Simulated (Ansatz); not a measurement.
Species: CH7ClFNSi2 (charge 0, singlet). 
Structure (B3LYP-D3(BJ)/def2-TZVP (Ansatz, an electronic-structure program) minimum search):
```xyz
13

C      1.6431    -0.8764    -0.8361
Si     0.4500     0.3091    -0.0759
F      0.3339     1.5711    -1.0558
Cl     1.1698     1.0542     1.7073
N     -1.0821    -0.3650     0.2468
Si    -2.0484    -1.4274    -0.7291
H      1.2654    -1.2439    -1.7919
H      2.6002    -0.3850    -1.0154
H      1.8088    -1.7302    -0.1784
H     -1.5203    -0.0228     1.0921
H     -1.2794    -1.7027    -1.9615
H     -2.3256    -2.7026    -0.0268
H     -3.3464    -0.8065    -1.0807
```

Dipole moments at this geometry, in debye (magnitudes).

```json
[
 {"level": "PBE/def2-TZVPD", "program": "Ansatz", "dipole (D)": "1.88"},
 {"level": "B97M-V/def2-TZVPD", "program": "Ansatz", "dipole (D)": "1.80"},
 {"level": "r2SCANh/def2-TZVPD", "program": "Ansatz", "dipole (D)": "1.93"},
 {"level": "HSE06/def2-TZVPD", "program": "Ansatz", "dipole (D)": "1.97"},
 {"level": "wB97X-V/def2-TZVPD", "program": "Ansatz", "dipole (D)": "1.98"},
 {"level": "CCSD(T)/aug-cc-pV(D+d)Z", "program": "Ansatz", "dipole (D)": "1.94"}
]
```
